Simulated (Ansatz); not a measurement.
CrO2F2. Charge 0, multiplicity 3. Geometry r2SCAN-D4/def2-SVP, that of the neutral singlet; atoms count from 1.

```tsv
atom	x (Å)	y (Å)	z (Å)
Cr1	-0.010	-0.012	0.021
O2	-1.233	0.458	0.839
O3	0.502	-1.338	0.627
F4	1.210	1.157	0.102
F5	-0.469	-0.265	-1.588
```

At PBE0-D4/def2-TZVP a singlet of charge 0 lies 2.07 eV below the triplet at the same geometry.

(1) Estimate the Mulliken populations from the PBE0/def2-TZVP orbitals of Ansatz.

(2) Where does the spin sit?

(3) And the Mayer bond orders between heavy atoms (over 0.3)?

Answers

(1) 
| atom | charge (e) | spin (α − β) | d electrons |
| --- | --- | --- | --- |
| Cr1 | 1.52 | 0.61 | 4.05 |
| O2 | -0.33 | 0.66 | – |
| O3 | -0.33 | 0.66 | – |
| F4 | -0.43 | 0.04 | – |
| F5 | -0.43 | 0.04 | – |
Mulliken values depend strongly on the basis.

(2) Summed by element: Cr 0.61, O 1.32, F 0.07, of 2 unpaired in all. Largest on single atoms: O2 0.66, O3 0.66, Cr1 0.61.

(3) Cr1–O2 1.57 (1.54 Å); Cr1–O3 1.57 (1.54 Å); Cr1–F4 0.83 (1.69 Å); Cr1–F5 0.83 (1.69 Å).
